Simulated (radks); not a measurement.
Results of a calculation; reference values are marked as such.
Dipole-allowed excitations along the series with 30 electrons in [Ar] 3d10 4s2. Level of theory: scalar-relativistic Kohn-Sham, PBE, spin-polarised, spherical densities, finite nucleus; Fermi nuclear charge, rms radius of each element as measured or else 0.836 A^(1/3) + 0.57 fm (a radial shooting solver on a logarithmic mesh with Libxc functionals). Time-dependent linear response with the Hartree and adiabatic LDA kernel, continuum included through the Sternheimer equations, no spin-orbit coupling, so fine structure and intercombination lines are absent. Lines are the poles of the dipole polarisability below minus the highest occupied eigenvalue, found on a grid refined at the orbital gaps; the lowest seven at most are given, and weak or close lines can be missed. The first line takes the name of the lowest orbital gap if no other gap lies below it; otherwise a line is named after a gap within 0.6 % of it, if that gap stands alone.

species,-e(HOMO) (eV),lowest orbital gap (eV),first line (eV),f,static alpha (bohr^3)
Te22+,698.92,4s-4p 58.130,67.838 (4s-4p),1.21,0.2133
I23+,752.25,4s-4p 61.347,71.408 (4s-4p),1.21,0.1911
Xe24+,807.49,4s-4p 64.681,75.096 (4s-4p),1.20,0.1716
Cs25+,864.68,4s-4p 68.141,78.912 (4s-4p),1.19,0.1546
